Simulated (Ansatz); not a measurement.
Calculated with Ansatz (gas phase, PBE0-D4/def2-TZVP geometries, no zero-point term in ΔE). CCSD(T)/CBS adds triple-zeta CCSD(T) − MP2 to the extrapolated MP2 energy (def2 sets, frozen cores). Double bonds are as drawn, so ΔE can hold a change between cis and trans. DFT in def2-TZVPP. B3LYP here is the variant with VWN-RPA as its local correlation; programs differ in this. For Ga outer-core shells are correlated without core-valence functions, which leaves a few kJ/mol of doubt a bond. Scalar relativity is left out up to krypton. One conformer a species, not always the lowest.

`[SiH3][O][GaH2]` + `O/C(Cl)=C/[SiH3]` → `O/C(Cl)=[CH]/[GaH2]` + disiloxane  (redistribution)

```
              species  B3LYP-D4 energy (Eh)
    `[SiH3][O][GaH2]`           -2292.75779
   `O/C(Cl)=C/[SiH3]`            -904.25218
`O/C(Cl)=[CH]/[GaH2]`           -2539.01723
      `[SiH3]O[SiH3]`            -658.00182
```

Work out ΔE.

ΔE = (-2539.01723) + (-658.00182) − (-2292.75779) − (-904.25218) = -0.00908 Eh = -23.8 kJ/mol. CCSD(T)/CBS gives -26.9 kJ/mol.

Largest T1 diagnostic among the species: 0.014.

From PBE to PBE0 (25 % exact exchange), in def2-TZVPP and without D4, ΔE moves by −4.3 kJ/mol. In def2-TZVPP, CCSD(T) changes the Hartree–Fock value by +9.7 kJ/mol (the triples alone add +2.0 kJ/mol) and MP2 by +7.9 kJ/mol.
